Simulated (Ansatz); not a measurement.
Input and output for GeH$_{4}$OSi (`[O]1[SiH2][GeH2]1`).

```yaml
crystal:
  periodic: [false, false, false]
  atoms:
    - {symbol: O, position_ang: [-0.786791, -0.552880, 0.729021]}
    - {symbol: Si, position_ang: [-0.645418, -0.260116, -0.889406]}
    - {symbol: Ge, position_ang: [0.858201, 0.377757, 0.666977]}
    - {symbol: H, position_ang: [-0.435159, -1.434450, -1.772127]}
    - {symbol: H, position_ang: [-1.621318, 0.681001, -1.493054]}
    - {symbol: H, position_ang: [0.729196, 1.659922, 1.501459]}
    - {symbol: H, position_ang: [1.962490, -0.539333, 1.211430]}
basis:
  gaussian: {orbitals: STO-3G}
magnetization: {spin_polarized: true, initial_magnetization: 2}
hamiltonian: {xc: {name: PBEsol}}
output: {forces: true}
```

```sh
$ ansatz run in.yaml --threads 2 --pin off --events-out ev --progress --plain --max-ram 4352MiB
```

Shortened log:

```
Functional definition: PBEsol
405 factors; integrals over basis functions are off by at most 2.7e-5 eV
mean field evaluation 1: about -65449.7472 eV, gradient 2.4e2 eV
mean field evaluation 2: about -65382.1114 eV, gradient 1.1e2 eV
mean field evaluation 4: about -65551.2774 eV, gradient 7.0e1 eV
mean field evaluation 8: about -65642.0257 eV, gradient 3.4e1 eV
mean field evaluation 16: about -65650.9063 eV, gradient 1.2e-1 eV
mean field evaluation 64: about -65650.4275 eV, gradient 9.8e-2 eV
mean field -65650.90644800 eV, -2412.6263121814 hartree, gradient 3.0e-6 eV, S^2 2.002050; 6 other end points of the search recorded, 0 dependent functions left out
reference -65650.90646696 eV, -2412.6263128780 hartree; 30, 28 occupied and 6, 8 virtual orbitals, 405 factors
Total energy: -65650.90646696 eV, -2412.6263128780 hartree
Atom 0 at    -0.786791    -0.552880     0.729021 Å, force     0.861463     0.113829     2.794290 eV/Å
Atom 1 at    -0.645418    -0.260116    -0.889406 Å, force    -1.131086     0.166875    -6.071461 eV/Å
Atom 2 at     0.858201     0.377757     0.666977 Å, force     3.478378     1.521859     3.253340 eV/Å
Atom 3 at    -0.435159    -1.434450    -1.772127 Å, force    -0.729120    -0.114789     0.336079 eV/Å
Atom 4 at    -1.621318     0.681001    -1.493054 Å, force    -0.443936    -0.622797     0.269025 eV/Å
Atom 5 at     0.729196     1.659922     1.501459 Å, force    -0.343343    -1.735028    -0.449434 eV/Å
Atom 6 at     1.962490    -0.539333     1.211430 Å, force    -1.692355     0.670051    -0.131840 eV/Å
Dipole moment:    -0.011002    -0.001886    -0.032255 e Å
```

It took 2.3 s on 2 threads of an Arm Neoverse V2 on a shared host, with 0.35 GiB of host memory at the peak.
